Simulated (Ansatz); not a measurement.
# One elementary step

Start structure (Si4NH13, closed shell), relaxed at PBE0-D4/def2-TZVP:

| atom | x (Å) | y (Å) | z (Å) |
| --- | --- | --- | --- |
| Si1 | -0.5316 | 0.3593 | 0.3432 |
| Si2 | 0.5687 | -1.6511 | 0.8053 |
| Si3 | -0.4552 | 0.8158 | -1.9457 |
| Si4 | -2.7846 | 0.1900 | 0.9516 |
| H5 | 0.0708 | 1.4989 | 1.0929 |
| H6 | 3.5483 | -0.2622 | 0.1610 |
| N7 | 2.7620 | 0.3716 | 0.0848 |
| H8 | 1.3172 | -2.1626 | -0.3715 |
| H9 | -0.4612 | -2.6815 | 1.1408 |
| H10 | 1.4677 | -1.5349 | 1.9823 |
| H11 | -1.2795 | 2.0069 | -2.2907 |
| H12 | 0.9353 | 1.0735 | -2.4151 |
| H13 | -0.9850 | -0.3514 | -2.7023 |
| H14 | -2.9240 | -0.1510 | 2.3944 |
| H15 | -3.5142 | 1.4638 | 0.7004 |
| H16 | -3.4373 | -0.8853 | 0.1550 |
| H17 | 2.7941 | 0.7830 | -0.8402 |
| H18 | 2.9085 | 1.1176 | 0.7538 |

The step: Si₄H₁₀ ([SiH3][SiH]([SiH3])[SiH3]) + NH₃ → Si₃NH₉ ([NH2][SiH]([SiH3])[SiH3]) + SiH₄; bonds formed: Si1–N7, Si2–H6; bonds broken: Si1–Si2, H6–N7. Computed with Ansatz 0.2.0 (basis: def2-TZVPP and def2-QZVPP); correlated methods freeze the cores. Extrapolation: Hartree–Fock as exp(−7.88 √X), correlation as X^−2.97. Energies below are by CCSD(T) at an estimated basis limit (MP2 extrapolated from triple and quadruple zeta, plus CCSD(T) − MP2 in triple zeta).

(1) What are the electronic barrier and the energy of the step, from the start structure to the end structure? (Judge from chemistry; the value comes from the calculation.)

No T1 diagnostic of these runs exceeds 0.015.

Results:

(1) The calculation gives: Barrier 1.796 eV; step energy -0.091 eV (downhill); reverse barrier, their difference, 1.887 eV. Barrier and step energy count from the start structure, the reverse barrier from the end structure.

The saddle point: One imaginary mode of 136i cm⁻¹.
| pair | start (Å) | saddle (Å) | end (Å) |
| --- | --- | --- | --- |
| Si1–N7 | 3.30 | 1.87 | 1.73 |
| Si2–H6 | 3.35 | 2.17 | 1.48 |
| Si1–Si2 | 2.34 | 3.33 | 4.72 |
| H6–N7 | 1.01 | 1.10 | 3.04 |

Zero-point energy (harmonic, PBE0-D4): ZPE is 3.268 eV at the start and 3.224 eV at the saddle, so the barrier goes from 1.796 to 1.752 eV.

Labels in which every atom is bracketed show which atoms are joined, not bond orders.

For scale, one of the runs: CCSD(T)/def2-TZVPP, 381 basis functions, launched by `ansatz run in.yaml --threads 2 --pin off --events-out ev --progress --plain --max-ram 20480MiB --backend cuda --devices 0, --max-vram 18GiB`. The run took 10 s on 2 CPU threads of an AMD EPYC 7R13 and a share of one NVIDIA H100 (shared host), with 0.86 GiB of host memory at its peak.
